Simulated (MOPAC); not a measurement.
MOPAC input (PM3):

```
PM3 PRECISE GNORM=0.05 LET XYZ UHF MS=0.5 GEO-OK AUX(PRECISION=9) THREADS=1
CHO

C    -0.01841800 1   -0.01463800 1   -0.58537800 1
O     0.13896300 1    0.04111300 1    0.57449000 1
H    -1.00119300 1   -0.24108000 1   -1.08365300 1
```

Output:

```
 *******************************************************************************
 **                                                                           **
 **                              MOPAC v23.2.5                                **
 **                                                                           **
 *******************************************************************************
 ** MOPAC's Digital Object Identifier: https://doi.org/10.5281/zenodo.6511958 **
 **                                                                           **
 ** Please cite the open-source release paper for use of this MOPAC version:  **
 ** J. E. Moussa and J. J. P. Stewart (2026)                                  **
 ** MOPAC: An open-source semiempirical molecular orbital program             **
 ** J. Open Source Softw., 11(119), 8025, https://doi.org/10.21105/joss.08025 **
 *******************************************************************************

                              PM3 CALCULATION RESULTS

 *******************************************************************************
 *  PM3        - The PM3 Hamiltonian to be used
 *  GEO-OK     - OVERRIDE INTERATOMIC DISTANCE AND OTHER SAFETY CHECKS
 *  UHF        - UNRESTRICTED HARTREE-FOCK CALCULATION
 *  MS=        - IN MECI, MAGNETIC COMPONENT OF SPIN =  0.5
 *  LET        - OVERRIDE SOME SAFETY CHECKS
 *  PRECISE    - TIGHTER CRITERIA TO BE USED
 *  XYZ        - CARTESIAN COORDINATE SYSTEM TO BE USED
 *  GNORM      - EXIT WHEN GRADIENT NORM DROPS BELOW 0.050
 *  AUX        - OUTPUT AUXILIARY INFORMATION
 *******************************************************************************
PM3 PRECISE GNORM=0.05 LET XYZ UHF MS=0.5 GEO-OK AUX(PRECISION=9) THREADS=1
 CHO

   ATOM   CHEMICAL          X               Y               Z
  NUMBER   SYMBOL      (ANGSTROMS)     (ANGSTROMS)     (ANGSTROMS)

     1       C         -0.01841800  *  -0.01463800  *  -0.58537800  *
     2       O          0.13896300  *   0.04111300  *   0.57449000  *
     3       H         -1.00119300  *  -0.24108000  *  -1.08365300  *

          CARTESIAN COORDINATES

    NO.       ATOM           X           Y           Z

     1         C         -0.0184     -0.0146     -0.5854
     2         O          0.1390      0.0411      0.5745
     3         H         -1.0012     -0.2411     -1.0837

  H: (PM3): J. J. P. STEWART, J. COMP. CHEM. 10, 209 (1989).
  C: (PM3): J. J. P. STEWART, J. COMP. CHEM. 10, 209 (1989).
  O: (PM3): J. J. P. STEWART, J. COMP. CHEM. 10, 209 (1989).

           Empirical Formula: C H O  =     3 atoms

      MOLECULAR POINT GROUP   :   Cs

          UHF CALCULATION, NO. OF ALPHA ELECTRONS =    6
                           NO. OF BETA  ELECTRONS =    5

          Geometry optimization using EF

          DIAGONAL MATRIX USED AS START HESSIAN

 CYCLE:     1  GRAD.:    47.393 HEAT: -8.370734
 CYCLE:     2  GRAD.:   642.533 HEAT:  19.16201
 CYCLE:     3  GRAD.:   553.868 HEAT:  27.66735
 CYCLE:     4  GRAD.:   176.017 HEAT: -5.434985
 CYCLE:     5  GRAD.:   267.077 HEAT: -4.293776
 CYCLE:     6  GRAD.:    59.125 HEAT: -9.279116
 CYCLE:     7  GRAD.:    46.266 HEAT: -8.912894
 CYCLE:     8  GRAD.:     5.652 HEAT: -10.21309
 CYCLE:     9  GRAD.:     1.439 HEAT: -10.23182
 CYCLE:    10  GRAD.:     0.378 HEAT: -10.23274
 CYCLE:    11  GRAD.:     0.208 HEAT: -10.23279
 CYCLE:    12  GRAD.:     0.100 HEAT: -10.23281
 CYCLE:    13  GRAD.:     0.004 HEAT: -10.23281

     GRADIENT =  0.00446 IS LESS THAN CUTOFF =  0.05000

 -------------------------------------------------------------------------------
 PM3 PRECISE GNORM=0.05 LET XYZ UHF MS=0.5 GEO-OK AUX(PRECISION=9) THREADS=1
 CHO

     GEOMETRY OPTIMISED USING EIGENVECTOR FOLLOWING (EF).
     SCF FIELD WAS ACHIEVED

                              PM3 CALCULATION
                                                       MOPAC v23.2.5 Linux

          FINAL HEAT OF FORMATION =        -10.23281 KCAL/MOL =     -42.81408 KJ/MOL

          COSMO AREA              =         59.00 SQUARE ANGSTROMS
          COSMO VOLUME            =         41.21 CUBIC ANGSTROMS

          GRADIENT NORM           =          0.00446          =       0.00257 PER ATOM
          IONIZATION POTENTIAL    =          9.048660 EV
          ALPHA SOMO LUMO (EV)    =         -9.049  0.660
          BETA  SOMO LUMO (EV)    =        -14.188  0.948
          NO. OF ALPHA ELECTRONS  =          6
          NO. OF BETA  ELECTRONS  =          5
          MOLECULAR WEIGHT        =         29.0183         POINT GROUP:  Cs

          MOLECULAR DIMENSIONS (Angstroms)

            Atom       Atom       Distance
            H     3    O     2     2.09402
            O     2    C     1     0.41728
            H     3    O     2     0.00000

          SCF CALCULATIONS        =         14

   ATOM   CHEMICAL          X               Y               Z
  NUMBER   SYMBOL      (ANGSTROMS)     (ANGSTROMS)     (ANGSTROMS)

     1       C         -0.06653238  *  -0.02486393  *  -0.56210271  *
     2       O          0.16528271  *   0.04700357  *   0.57820360  *
     3       H         -0.93996177  *  -0.22924859  *  -1.17879694  *

                             CARTESIAN COORDINATES

   1    C       -0.066532379    -0.024863929    -0.562102710
   2    O        0.165282706     0.047003570     0.578203596
   3    H       -0.939961766    -0.229248592    -1.178796941

           Empirical Formula: C H O  =     3 atoms

      MOLECULAR POINT GROUP   :   Cs

          ALPHA EIGENVALUES
 -38.83337 -22.92749 -17.35259 -15.55009 -15.22848  -9.04866   0.65973   2.65966
   6.30132

           BETA EIGENVALUES
 -38.59604 -22.06499 -16.71360 -15.07597 -14.18779   0.94840   1.23919   3.39451
   7.21205

              NET ATOMIC CHARGES AND DIPOLE CONTRIBUTIONS

  ATOM NO.   TYPE          CHARGE      No. of ELECS.   s-Pop       p-Pop
    1          C           0.113771        3.8862     1.41678     2.46945
    2          O          -0.184057        6.1841     1.83695     4.34711
    3          H           0.070286        0.9297     0.92971
 DIPOLE           X         Y         Z       TOTAL
 POINT-CHG.    -0.500    -0.133    -1.216     1.322
 HYBRID        -0.713    -0.154     0.210     0.759
 SUM           -1.213    -0.287    -1.006     1.602

          ATOMIC ORBITAL ELECTRON POPULATIONS

     Atom    s        px        py        pz
    1  C   1.41678   0.91673   0.64664   0.90608
    2  O   1.83695   1.65451   1.38039   1.31221
    3  H   0.92971

                    (SZ)    =    0.500000
                    (S**2)  =    0.755715

          ATOMIC ORBITAL SPIN POPULATIONS

    Atom   Total    s     px     py     pz
         Atomic
    1  C  0.6457  0.161  0.299  0.067  0.120
    2  O  0.1830  0.002  0.172 -0.046  0.056
    3  H  0.1713  0.171

 **********************
 *                    *
 * JOB ENDED NORMALLY *
 *                    *
 **********************

 == MOPAC DONE ==
```

The geometry given is a B3LYP-D3(BJ)/def2-TZVP minimum.
